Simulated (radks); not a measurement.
The numbers below are computed, except where a source is named.
Species: Nd III. Configuration: [Xe] 4f4 (the NIST ground configuration).

Code: a radial shooting solver on a logarithmic mesh with Libxc functionals. Model: scalar-relativistic Kohn-Sham, PBE, spin-polarised, spherical densities, finite nucleus; open shells are filled with parallel spins first (spin-orbit coupling, left out, can overturn this in heavy ions); Fermi nuclear charge, rms radius 4.9123 fm.

Energy parts (eV):
| part | energy |
|---|---|
| total | -261853.71 |
| kinetic | 278665.59 |
| electron-nucleus | -635226.56 |
| Hartree | 100747.36 |
| exchange-correlation | -6040.10 |

Orbitals (lengths in bohr, moments of r in powers of bohr; <r^-3> diverges for s and p1/2):
| orbital | occ. | eigenvalue (eV) | <r^4> | <r^2> | <r^-3> | <1/r> |
|---|---|---|---|---|---|---|
| 1s up | 1 | -43410.30 | 1.526e-06 | 0.0007600 | - | 66.04 |
| 1s down | 1 | -43410.30 | 1.526e-06 | 0.0007600 | - | 66.04 |
| 2s up | 1 | -7031.859 | 0.0002487 | 0.01203 | - | 15.26 |
| 2s down | 1 | -7031.851 | 0.0002487 | 0.01203 | - | 15.26 |
| 2p up | 3 | -6287.759 | 0.0001832 | 0.009624 | 9016 | 14.39 |
| 2p down | 3 | -6287.755 | 0.0001832 | 0.009623 | 9016 | 14.39 |
| 3s up | 1 | -1535.654 | 0.009933 | 0.08106 | - | 5.561 |
| 3s down | 1 | -1534.592 | 0.009913 | 0.08099 | - | 5.564 |
| 3p up | 3 | -1300.935 | 0.01038 | 0.08111 | 1835 | 5.255 |
| 3p down | 3 | -1299.879 | 0.01035 | 0.08102 | 1837 | 5.258 |
| 3d up | 5 | -975.1228 | 0.008495 | 0.06884 | 250.4 | 4.986 |
| 3d down | 5 | -974.3069 | 0.008462 | 0.06873 | 250.8 | 4.989 |
| 4s up | 1 | -316.5656 | 0.2524 | 0.4165 | - | 2.325 |
| 4s down | 1 | -313.6624 | 0.2520 | 0.4161 | - | 2.326 |
| 4p up | 3 | -239.7264 | 0.3320 | 0.4708 | 398.6 | 2.142 |
| 4p down | 3 | -236.7989 | 0.3316 | 0.4704 | 398.8 | 2.143 |
| 4d up | 5 | -130.4851 | 0.5517 | 0.5810 | 44.79 | 1.871 |
| 4d down | 5 | -127.5302 | 0.5540 | 0.5813 | 44.80 | 1.872 |
| 4f up | 4 | -15.4798 | 7.042 | 1.535 | 4.981 | 1.266 |
| 4f down | 0 | -12.9221 | 10.13 | 1.762 | 4.755 | 1.229 |
| 5s up | 1 | -54.1330 | 8.584 | 2.412 | - | 0.9022 |
| 5s down | 1 | -52.2539 | 8.998 | 2.465 | - | 0.8904 |
| 5p up | 3 | -35.5308 | 16.59 | 3.290 | 54.94 | 0.7648 |
| 5p down | 3 | -34.0848 | 17.71 | 3.391 | 52.32 | 0.7512 |

The highest occupied level is 4f up at -15.480 eV. Summed over all electrons, <r^2> = 41.95 bohr^2, which gives a Langevin (diamagnetic) susceptibility term of -33.2 x 10^-6 cm^3/mol. The spin density at the nucleus is 0.288 e/bohr^3 (1s 0.009, 2s -0.253, 3s -5.836, 4s -0.517, 5s 6.885). Spin moment in Bohr magnetons: 4.
